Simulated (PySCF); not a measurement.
PySCF job for Ge(F)2(SH)2 (F2GeH2S2), SMILES [SH][Ge]([F])([F])[SH], B3LYP/pcSseg-1. Geometry optimised at ωB97X-D3(BJ)/def2-SVP. The structure was generated by enumeration, and PubChem lists no compound with its InChIKey, so it may never have been made. One conformer was computed; it need not be the lowest.

```python
import numpy as np
from pyscf import gto, scf, dft
from pyscf.prop.nmr import rks as nmr

mol = gto.M(
    atom='''
    F    -0.12727613   -1.35937843   -1.32016473
    Ge   -0.00000000   -0.00000000   -0.26602162
    F     0.12727613    1.35937842   -1.32016475
    S    -1.84001647    0.00752761    0.90100993
    S     1.84001648   -0.00752760    0.90100992
    H    -1.37519879    0.97115640    1.72166978
    H     1.37519881   -0.97115637    1.72166978
    ''',
    basis='pcSseg-1',
    charge=0,
    spin=0,
    max_memory=1600,
    verbose=3,
)
mf = dft.RKS(mol, xc='b3lyp')
mf.grids.level = 3
mf.conv_tol = 1e-10
mf.max_cycle = 100
mf.kernel()
n = nmr.NMR(mf)
n.verbose = 2
n.max_cycle_cphf = 60
sigma = n.kernel()
print('atom   isotropic/ppm   span/ppm')
for i, s in enumerate(sigma):
    w = np.linalg.eigvalsh((s + s.T) / 2)
    print(f'{mol.atom_symbol(i):2s}{i + 1:3d} {w.mean():14.3f} {w[2] - w[0]:11.3f}')
```

Log of the run:

```
converged SCF energy = -3074.22952932269
atom   isotropic/ppm   span/ppm
F   1        279.590     150.487
Ge  2       1183.417     251.113
F   3        279.590     150.487
S   4        592.719     258.499
S   5        592.719     258.499
H   6         30.269      17.450
H   7         30.269      17.450
```

Self-consistency was reached.

Cost: very roughly 50 core-seconds.
